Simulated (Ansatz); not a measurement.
The first iterations of a band of Cl3GeH + HO (7 atoms, charge 0, multiplicity 2).

The calculation used UKS B3LYP-D4/def2-SVP in Ansatz 0.2.0.

```
movable images  : 7
climbing image  : yes
spring          : 5.0 eV/Å²
optimiser       : quadratic models (default)
start path      : through a guess of the saddle point
force threshold : 0.03 eV/Å
iteration limit : 60
end points      : relaxed
```

Image 0:

```xyz
7
Properties=species:S:1:pos:R:3
Ge 0.152 0.262 0.095
H 0.518 0.890 1.435
Cl 1.900 -0.212 -1.068
Cl -1.122 1.548 -1.067
Cl -0.932 -1.598 0.416
O -0.320 -0.506 3.462
H -0.708 -1.185 2.866
```

Image 8:

```xyz
7
Properties=species:S:1:pos:R:3
Ge 0.590 -0.206 0.148
H -0.671 0.845 2.449
Cl 1.804 -0.433 -1.694
Cl -0.716 1.551 -0.188
Cl -0.760 -1.960 0.216
O -0.081 0.083 2.576
H -0.677 -0.681 2.633
```

| iteration | highest image above the first end (eV) | largest band force component (eV/Å) |
| --- | --- | --- |
| 1 | 0.511 | 7.697 |
| 2 | 0.050 | 3.280 |
| 3 | 0.036 | 2.865 |
| 4 | 0.032 | 5.032 |
| 5 | 0.031 | 2.310 |
| 6 | 0.031 | 1.962 |
| 7 | 0.032 | 1.154 |
| 8 | 0.033 | 0.871 |
| 9 | 0.024 | 4.307 |
| 10 | 0.024 | 3.456 |
| 11 | 0.012 | 7.111 |
| 12 | 0.000 | 1.184 |

**Question.** Does the band converge within its limit, and where does its top end?

**Answer.** The forces met the threshold. It ended after 37 iterations with the highest image 0.032 eV above the first end. The profile has 2 maxima (images 1, 4) with wells between them (image 3): this band takes more than one step, which may be the mechanism or a detour left from its start path. Neighbouring images differ by up to 1.4 eV, so the band resolves the path poorly. A vibrational analysis at the climbing image gives one clearly imaginary mode, 87i cm⁻¹, and a faint second one (31i cm⁻¹) that may be numerical noise or a soft torsion: probably a first-order saddle point.

The run took 13 min on 4 threads of Arm Neoverse V2 (shared host), peak memory 0.55 GiB.
